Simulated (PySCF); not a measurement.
Diatomics of Br with group 12

PBE0 with triple-zeta basis sets in PySCF, for the lowest determinant that a PBE0 search found; no spin–orbit coupling. De refers to high-spin ground-configuration atoms. A positive dipole means M(−)Br(+).

```
 M         basis  state (unpaired electrons)  Re (Å)  ωe (cm⁻¹)  De (eV)  μ (D)
Zn    def2-TZVPP               doublet (σ ↑)   2.307        273     1.99  -2.61
Cd  x2c-TZVPPall               doublet (σ ↑)   2.496        219     1.71  -3.25
Hg    def2-TZVPP               doublet (σ ↑)   2.547        176     0.93  -2.71
```

The shortest bond is that of ZnBr (2.307 Å), the longest that of HgBr (2.547 Å). ZnBr is bound most strongly (1.99 eV) and HgBr least (0.93 eV).

The rows differ in basis set, which adds steps of its own.

Relativity is treated differently too: Zn no relativity; Cd spin-free X2C; Hg scalar-relativistic core potentials.

Down a group bonds as a rule get longer and wavenumbers fall, partly through the reduced mass; this series shows no clear exception.

These are scalar-relativistic numbers at best; spin–orbit coupling would shift them, the dissociation energy most. States were picked by a PBE0 search and need not be the measured ground states.
